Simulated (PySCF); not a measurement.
First SCF of a structure search on singlet NbO₃⁻, at a hand-made side-on plus terminal geometry. PySCF input:

```python
from pyscf import gto, scf, dft
mol = gto.M(atom='''
Nb     0.000000     0.000000     0.000000
O      0.720000     0.000000     2.039600
O     -0.720000     0.000000     2.039600
O      0.000000     0.000000    -2.011600''',
    basis={'Nb': 'def2-SVPD', 'O': 'def2-SVPD'},
    ecp={'Nb': 'def2-SVPD'},
    charge=-1, spin=0)
mf = dft.RKS(mol, xc='PBE')
mf.grids.atom_grid = (50, 194)
aux = {'Nb': 'def2-universal-JKFIT', 'O': 'def2-universal-JKFIT'}
mf = mf.density_fit(auxbasis=aux)
mf.conv_tol = 1e-08
mf.diis_space = 10
mf.max_cycle = 60
mf.init_guess = 'minao'
mf.verbose = 4
mf.kernel()
```

Excerpt of the output (cycles and frontier levels); where DIIS stalls, ADIIS, DIIS with a small level shift and a second-order solver take over in turn:

```
init E= -275.181924322167
  HOMO = -0.576480011228085  LUMO = -0.55215636165877  gap/eV = 0.66188
cycle= 1 E= -277.035485230635  delta_E= -1.85  |g|= 4.07  |ddm|= 5.62
  HOMO = 0.119577048266038  LUMO = 0.17912688692498  gap/eV = 1.62043
cycle= 2 E= -247.366854417231  delta_E= 29.7  |g|= 6.76  |ddm|=   30
  HOMO = -0.0266560649499942  LUMO = -0.0129022865190279  gap/eV = 0.37426
cycle= 3 E= -279.764269078843  delta_E= -32.4  |g|= 3.06  |ddm|= 29.9
  HOMO = -0.161802211057508  LUMO = -0.147771807604491  gap/eV = 0.38179
cycle= 4 E= -270.16852466042  delta_E=  9.6  |g|= 4.79  |ddm|= 5.79
  HOMO = 0.037575036150006  LUMO = 0.0886227921117497  gap/eV = 1.38908
cycle= 5 E= -281.113906191953  delta_E= -10.9  |g|= 1.99  |ddm|= 6.44
  HOMO = 0.0708048597401181  LUMO = 0.128810592854073  gap/eV = 1.57842
cycle= 6 E= -281.71235945327  delta_E= -0.598  |g|= 1.25  |ddm|= 3.15
  HOMO = -0.078430326417687  LUMO = -0.062075528175681  gap/eV = 0.44504
... 96 lines left out ...
cycle= 56 E= -282.191051645592  delta_E= 0.00326  |g|= 0.275  |ddm|= 0.055
  HOMO = 0.0230262924041826  LUMO = 0.0305792053153515  gap/eV = 0.20553
cycle= 57 E= -282.238631122683  delta_E= -0.0476  |g|= 0.18  |ddm|= 2.96
  HOMO = 0.0126863544115468  LUMO = 0.0211370581817289  gap/eV = 0.22996
cycle= 58 E= -282.200676625828  delta_E= 0.038  |g|= 0.216  |ddm|= 2.89
  HOMO = 0.0108261314667186  LUMO = 0.0220255084037951  gap/eV = 0.30475
cycle= 59 E= -282.198795245148  delta_E= 0.00188  |g|= 0.229  |ddm|= 0.0357
  HOMO = 0.0130850048553388  LUMO = 0.0215255683829657  gap/eV = 0.22968
cycle= 60 E= -282.201216915502  delta_E= -0.00242  |g|= 0.213  |ddm|= 0.0572
SCF not converged.
init E= -275.181924322167
  HOMO = -0.576480011228078  LUMO = -0.552156361658773  gap/eV = 0.66188
cycle= 1 E= -277.035485230635  delta_E= -1.85  |g|= 4.07  |ddm|= 5.62
  HOMO = 0.119577048265551  LUMO = 0.179126886924834  gap/eV = 1.62043
cycle= 2 E= -247.366854417235  delta_E= 29.7  |g|= 6.76  |ddm|=   30
  HOMO = 0.0379402306992098  LUMO = 0.120431724646231  gap/eV = 2.24471
cycle= 3 E= -277.982973855858  delta_E= -30.6  |g|=  3.5  |ddm|=   29
  HOMO = 0.167942439357348  LUMO = 0.184450524294727  gap/eV = 0.44921
cycle= 4 E= -277.293257581998  delta_E= 0.69  |g|= 3.45  |ddm|= 16.9
  HOMO = 0.036211971558064  LUMO = 0.0662708363752973  gap/eV = 0.81794
cycle= 5 E= -281.995249333538  delta_E= -4.7  |g|= 0.988  |ddm|= 15.5
  HOMO = -0.0736858835650047  LUMO = -0.045790003993518  gap/eV = 0.75909
cycle= 6 E= -279.432553150122  delta_E= 2.56  |g|= 3.22  |ddm|=  4.6
  HOMO = -0.0270749694873518  LUMO = -0.0228122231908763  gap/eV = 0.11600
... 16 lines left out ...
cycle= 15 E= -282.17080239441  delta_E= 0.0621  |g|= 0.529  |ddm|= 2.09
  HOMO = 0.0219243324741878  LUMO = 0.0253347969703287  gap/eV = 0.09280
cycle= 16 E= -282.205258787438  delta_E= -0.0345  |g|= 0.395  |ddm|=  2.8
cycle= 17 E= -282.241811900072  delta_E= -0.0366  |g|= 0.152  |ddm|= 0.643
  HOMO = 0.0159981458177436  LUMO = 0.0175554564281031  gap/eV = 0.04238
cycle= 18 E= -282.226692227784  delta_E= 0.0151  |g|= 0.242  |ddm|= 2.46
cycle= 19 E= -282.241584088163  delta_E= -0.0149  |g|= 0.149  |ddm|= 2.37
  HOMO = 0.0161675960173765  LUMO = 0.0218196265355701  gap/eV = 0.15380
cycle= 20 E= -282.202220500677  delta_E= 0.0394  |g|= 0.224  |ddm|= 2.65
SCF not converged.
init E= -282.202220500677
  HOMO = 0.0463333833698307  LUMO = 0.0871167054056912  gap/eV = 1.10977
cycle= 1 E= -282.132789141615  delta_E= 0.0694  |g|= 0.643  |ddm|= 0.711
  HOMO = 0.107945879224243  LUMO = 0.174176839966734  gap/eV = 1.80224
cycle= 2 E= -281.429417745645  delta_E= 0.703  |g|= 1.77  |ddm|= 2.76
  HOMO = 0.0199273693638347  LUMO = 0.0918884157547516  gap/eV = 1.95816
cycle= 3 E= -282.139426681638  delta_E= -0.71  |g|= 0.551  |ddm|= 1.58
  HOMO = -0.0031185451471778  LUMO = 0.0744387102849886  gap/eV = 2.11044
cycle= 4 E= -282.23688086365  delta_E= -0.0975  |g|= 0.147  |ddm|= 1.07
  HOMO = -0.00611026875887433  LUMO = 0.079818770457967  gap/eV = 2.33825
cycle= 5 E= -282.24014662745  delta_E= -0.00327  |g|= 0.158  |ddm|= 0.612
  HOMO = -0.00236124039354735  LUMO = 0.0867756106690223  gap/eV = 2.42554
cycle= 6 E= -282.239016528831  delta_E= 0.00113  |g|= 0.184  |ddm|= 0.334
  HOMO = 0.000116452331162975  LUMO = 0.0889362453791518  gap/eV = 2.41691
... 39 lines left out ...
  HOMO = 0.0108354652007989  LUMO = 0.0981144424679027  gap/eV = 2.37498
cycle= 27 E= -282.24921904091  delta_E= -4.52e-05  |g|= 0.00788  |ddm|= 0.0188
  HOMO = 0.011532870233335  LUMO = 0.0986464484469666  gap/eV = 2.37048
cycle= 28 E= -282.249215466675  delta_E= 3.57e-06  |g|= 0.0103  |ddm|= 0.0135
  HOMO = 0.0112888608704012  LUMO = 0.0984847024075194  gap/eV = 2.37272
cycle= 29 E= -282.249243544423  delta_E= -2.81e-05  |g|= 0.00771  |ddm|= 0.0135
  HOMO = 0.0119737682586489  LUMO = 0.0989558367683379  gap/eV = 2.36690
cycle= 30 E= -282.249223050186  delta_E= 2.05e-05  |g|= 0.0118  |ddm|= 0.012
SCF not converged.
  HOMO = -0.00532434551064217  LUMO = 0.00618064123029297  gap/eV = 0.31307
macro= 0  E= -282.249396242599  delta_E= -0.000173192  |g|= 0.000405952  3 KF 12 JK
macro= 1  E= -282.249396325819  delta_E= -8.32207e-08  |g|= 0.000247089  1 KF 8 JK
macro= 2  E= -282.249396325822  delta_E= -2.95586e-12  |g|= 3.92534e-05  1 KF 2 JK
macro X = 3  E=-282.249396325822  |g|= 3.92534e-05  total 6 KF 26 JK
converged SCF energy = -282.249396325822
```

No lower solution of this spin was found from smeared starts or by a stability analysis within the restricted form, which does not test spin polarisation.

Stability towards spin polarisation was not tested.

The search for the lowest solution, 2 starts and the stability check together, took 45 s on 2 threads of a shared Arm Neoverse V1 host, with 103 basis functions; the process peaked at 0.45 GiB.
